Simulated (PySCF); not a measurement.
The group X on BH2-X is varied. Isolated molecules, 0 K electronic values unless said otherwise. One relaxed conformer stands for each flexible species; it need not be the lowest. Strings in code marks are SMILES.

The HOMO–LUMO gap from two functionals at the same geometries (M06-2X/def2-TZVP), both in PySCF: PBE-D3(BJ)/def2-TZVP and M06-2X/def2-TZVP. 

```json
[
 {"species": "X = H (`B`)", "PBE-D3(BJ)/def2-TZVP (eV)": "5.44"},
 {"species": "X = vinyl (`C=CB`)", "PBE-D3(BJ)/def2-TZVP (eV)": "4.40"},
 {"species": "X = methoxy (`BOC`)", "PBE-D3(BJ)/def2-TZVP (eV)": "5.77"},
 {"species": "X = fluoro (`BF`)", "PBE-D3(BJ)/def2-TZVP (eV)": "5.54"},
 {"species": "X = mercapto (`BS`)", "PBE-D3(BJ)/def2-TZVP (eV)": "5.06"},
 {"species": "X = AlH2 (`[BH2][AlH2]`)", "PBE-D3(BJ)/def2-TZVP (eV)": "2.99"},
 {"species": "X = borono", "PBE-D3(BJ)/def2-TZVP (eV)": "3.48"},
 {"species": "X = hydroxy", "PBE-D3(BJ)/def2-TZVP (eV)": "5.94"},
 {"species": "X = bromo (`BBr`)", "PBE-D3(BJ)/def2-TZVP (eV)": "3.96"},
 {"species": "X = isocyano (`B[N+]#[C-]`)", "PBE-D3(BJ)/def2-TZVP (eV)": "3.84"}
]
```

Q: What does M06-2X/def2-TZVP give for each?

A: 
- X = H (`B`): 10.26
- X = vinyl (`C=CB`): 8.52
- X = methoxy (`BOC`): 10.57
- X = fluoro (`BF`): 10.62
- X = mercapto (`BS`): 9.17
- X = AlH2 (`[BH2][AlH2]`): 7.19
- X = borono: 8.15
- X = hydroxy: 10.79
- X = bromo (`BBr`): 8.35
- X = isocyano (`B[N+]#[C-]`): 8.97
Over these rows, drawn at random from the members with no instability flagged (it was tested for open shells, ions and some series alone), PBE minus M06-2X: mean -4.62 eV, from -5.13 eV to -4.11 eV.
